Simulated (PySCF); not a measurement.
From one molecule to another.

First species: C5H8N2OSi.
Numbering: `[CH2:1]=[N:2][SiH2:3][O:4]/[C:5]([C:6]#[N:7])=[CH:8]/[CH3:9]` (hydrogens: H10, H11 on C1; H12, H13 on Si3; H14 on C8; H15, H16, H17 on C9)

Cartesian coordinates in Å at the GFN2-xTB level; atoms count from 1:
```
atom  x, y, z in Å
C1     3.1051    1.0300   -0.5892
N2     2.3394    0.8671    0.3809
Si3    1.7664   -0.4821    1.2879
O4     0.1336   -0.3780    1.2978
C5    -0.7509   -0.2847    0.2784
C6    -0.2387   -0.3478   -1.0435
N7     0.2050   -0.4063   -2.1001
C8    -2.0628   -0.1365    0.5074
C9    -3.1018   -0.0274   -0.5514
H10    3.6391    0.2288   -1.1067
H11    3.2707    2.0361   -0.9683
H12    2.1565   -1.8151    0.8219
H13    2.0572   -0.1892    2.6774
H14   -2.3947   -0.0897    1.5350
H15   -3.8413   -0.8191   -0.4312
H16   -2.6647   -0.0985   -1.5441
H17   -3.6252    0.9245   -0.4620
```

Second species: C5H16FNSi2.
SMILES: `CNC(C)(C)[SiH2][Si@@H](C)F`

Levels: PBE0/pcSseg-1 for dipole moment, HOMO energy, LUMO energy and HOMO–LUMO gap; GFN2-xTB for rotational constant A and rotational constant C. Geometries: GFN2-xTB. Each structure is a single optimised conformer of the isolated species, non-relativistic unless stated. Electronic properties by PySCF.

The conformers computed, where there is a choice (atom-mapped SMILES and torsion angles):
- `[CH2:1]=[N:2][SiH2:3][O:4]/[C:5]([C:6]#[N:7])=[CH:8]/[CH3:9]`: C1–N2–Si3–O4 -127°, N2–Si3–O4–C5 55°, Si3–O4–C5–C6 4°
- `[CH3:1][NH:2][C:3]([CH3:4])([CH3:5])[SiH2:6][Si@@H:7]([CH3:8])[F:9]`: C1–N2–C3–C4 51°, N2–C3–Si6–Si7 -41°, C3–Si6–Si7–C8 84°

```csv
property,column X,column Y
dipole moment,3.47 D,1.03 D
HOMO energy,-6.58 eV,-7.08 eV
LUMO energy,-0.17 eV,-1.29 eV
HOMO–LUMO gap,6.41 eV,5.79 eV
rotational constant A,1.701 GHz,2.459 GHz
rotational constant C,0.603 GHz,0.725 GHz
```

(1) Which column belongs to which species?

(2) How does each property change from the first species to the second?

Answers

(1) Column X is the second species and column Y the first. The first has 17 atoms and 74 electrons, the second 25 and 90.

(2) dipole moment +2.44 D; HOMO energy +0.50 eV; LUMO energy +1.12 eV; HOMO–LUMO gap +0.62 eV; rotational constant A -0.758 GHz; rotational constant C -0.122 GHz.

On the first: The dipole matches unit charges of opposite sign 0.21 Å apart (1 e·Å = 4.8032 D). A dipole of 1.03 D is allowed in C1, and pure rotational transitions are dipole-allowed.

On the second: In atomic units the dipole is 1.36 e·bohr (1 au = 2.5417 D).
